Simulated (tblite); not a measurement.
C₆H₆F₃O (doublet state).
Z-matrix (Å and degrees, GFN2-xTB geometry), rows numbered from 1:
```
F 
C   1  1.3412
F   2  1.3408  1  106.55
F   2  1.3421  1  106.24  3   113.05
C   2  1.5140  1  111.62  3  -123.29
C   5  1.5339  2  112.54  1   174.75
C   6  1.5586  5  113.95  2    75.20
C   7  1.4813  6   99.55  5   118.56
C   8  1.3113  7  113.15  6    -0.89
O   9  1.3841  8  111.96  7     2.39
H   5  1.0918  2  108.54  1   -62.40
H   5  1.0926  2  107.74  1    55.09
H   6  1.0963  5  109.17  2   -49.50
H   7  1.0907  6  112.32  5    -0.30
H   7  1.0899  6  111.98  5  -122.45
H   9  1.0708  8  132.49  7  -179.50
```

Structure optimised with GFN2-xTB, isolated species. This method treats the open shell by occupation alone, without spin polarisation.

Take the most abundant isotopes and a rigid rotor. The values belong to one conformer with, in the numbering `[F:1][C:2]([F:3])([F:4])[CH2:5][C@H:6]1[CH2:7][C:8]=[CH:9][O:10]1`, C2–C5–C6–C7 75°.

(1) Give the principal moments of inertia and the rotational constants in MHz.

(2) What kind of rotor is it?

(3) Is it planar, by Δ = Ic − Ia − Ib?

(4) Give the other two planar moments, Paa and Pbb, and the rms extents of the mass along the axes.

(5) List the rotational levels J(Ka,Kc) to J = 3 (MHz).

(6) Estimate the classical rotational partition function at 10 K, 298.15 K and 500 K.

## Answers

(1) Ia = 159.19, Ib = 653.23, Ic = 703.04 u·Å²; 505379 MHz·u·Å²/I gives A = 3175, B = 773.7, C = 718.8 MHz.

(2) A near-prolate asymmetric top: κ = (2 × 773.7 − 3175 − 718.8)/(3175 − 718.8) = -0.96.

(3) Not planar: Δ = Ic − Ia − Ib = -109.38 u·Å². For a rigid frame Δ = −2 Σ m c², so Σ m c² = 54.69 u·Å² lies off the ab plane: 6.60 from hydrogen and 48.09 from heavier atoms. The atom farthest from that plane is 1.54 Å away.

(4) Paa = Σ m a² = (Ib + Ic − Ia)/2 = 598.54 and Pbb = Σ m b² = (Ia + Ic − Ib)/2 = 104.50 u·Å². With the mass M = 151.04 u, the rms extents √(P/M) along a, b and c are 1.99, 0.83, 0.60 Å.

(5) Above 0(0,0):
J = 1: 1(0,1) 1493, 1(1,1) 3894, 1(1,0) 3948
J = 2: 2(0,2) 4477, 2(1,2) 6824, 2(1,1) 6988, 2(2,1) 14191, 2(2,0) 14192
J = 3: 3(0,3) 8950, 3(1,3) 11218, 3(1,2) 11547, 3(2,2) 18669, 3(2,1) 18673, 3(3,1) 30811, 3(3,0) 30811
The levels of one J sum to (2J + 1)J(J + 1)(A + B + C)/3.

(6) Point group C1, symmetry number σ = 1; q = (√π/σ)·√((kT/h)³/(ABC)), k/h = 20836.6 MHz/K: 4010 at 10 K, 653000 at 298.15 K, 1420000 at 500 K.

For this open shell read J as N, the rotation without spin; fine and hyperfine splittings come on top. Its GFN2-xTB frequencies are all real (lowest 35 cm⁻¹). Zero-point vibration and centrifugal distortion are left out.

Hardware: Arm Neoverse V1, one thread, no GPU, shared host with 32 logical CPUs at a one-minute load of 23. Cost: 0.44 s of wall time. These figures are those of the optimisation.

These are computed values.
